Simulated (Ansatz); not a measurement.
# One elementary step

Start structure (GeSiH₇, doublet), relaxed at PBE0-D4/def2-TZVP:

| atom | x (Å) | y (Å) | z (Å) |
| --- | --- | --- | --- |
| H1 | -0.1168 | 0.5882 | -0.3966 |
| Ge2 | -0.3609 | 1.8463 | -1.2453 |
| Si3 | 0.3994 | -2.0313 | 1.3690 |
| H4 | -0.8521 | 1.4364 | -2.6403 |
| H5 | -1.4223 | 2.7238 | -0.5679 |
| H6 | 0.9475 | 2.6376 | -1.3770 |
| H7 | 1.5496 | -2.7664 | 0.7813 |
| H8 | 0.6973 | -1.5868 | 2.7557 |
| H9 | -0.8416 | -2.8477 | 1.3211 |

The step: GeH₄ + SiH₃ → GeH₃ + SiH₄; bonds formed: H1–Si3; bonds broken: H1–Ge2. Program: Ansatz 0.2.0. Basis: def2-TZVPP and def2-QZVPP. Cores are frozen in the correlated methods; orbitals are unrestricted. Filled d shells of the heavier atoms are correlated. The def2 sets are not built for correlating such inner shells, so the correlated values are less sure here. Extrapolation: Hartree–Fock as exp(−7.88 √X), correlation as X^−2.97. Energies below are by CCSD(T) at an estimated basis limit (MP2 extrapolated from triple and quadruple zeta, plus CCSD(T) − MP2 in triple zeta).

Q: What are the electronic barrier and the energy of the step, from the start structure to the end structure? (An estimate is asked for; the value comes from the calculation.)

A: Computed: Barrier 26.1 kJ/mol; step energy -24.4 kJ/mol (downhill); reverse barrier, their difference, 50.6 kJ/mol. Barrier and step energy count from the start structure, the reverse barrier from the end structure.

The saddle point: One imaginary mode of 557i cm⁻¹.
| pair | start (Å) | saddle (Å) | end (Å) |
| --- | --- | --- | --- |
| H1–Si3 | 3.20 | 1.91 | 1.49 |
| H1–Ge2 | 1.54 | 1.70 | 3.34 |

Zero-point energy (harmonic, PBE0-D4): ZPE is 133.8 kJ/mol at the start and 126.1 kJ/mol at the saddle, so the barrier goes from 26.1 to 18.4 kJ/mol.

T1 diagnostic: at most 0.014. ⟨S²⟩ of the unrestricted Hartree–Fock references: 0.75 to 0.77 (a pure state has 0.75). The start structure is not quite a true minimum (one mode of 55i cm⁻¹). The end structure is not quite a true minimum (one mode of 55i cm⁻¹).

Radical steps of this kind take place in plasma deposition and etching.

For scale, one of the runs: CCSD(T)/def2-TZVPP, 188 basis functions, launched by `ansatz run in.yaml --threads 4 --pin off --events-out ev --progress --plain --max-ram 9574MiB`. The run took 87 s on 4 CPU threads of an Intel Xeon Platinum 8259CL (shared host), with 4.8 GiB of host memory at its peak.
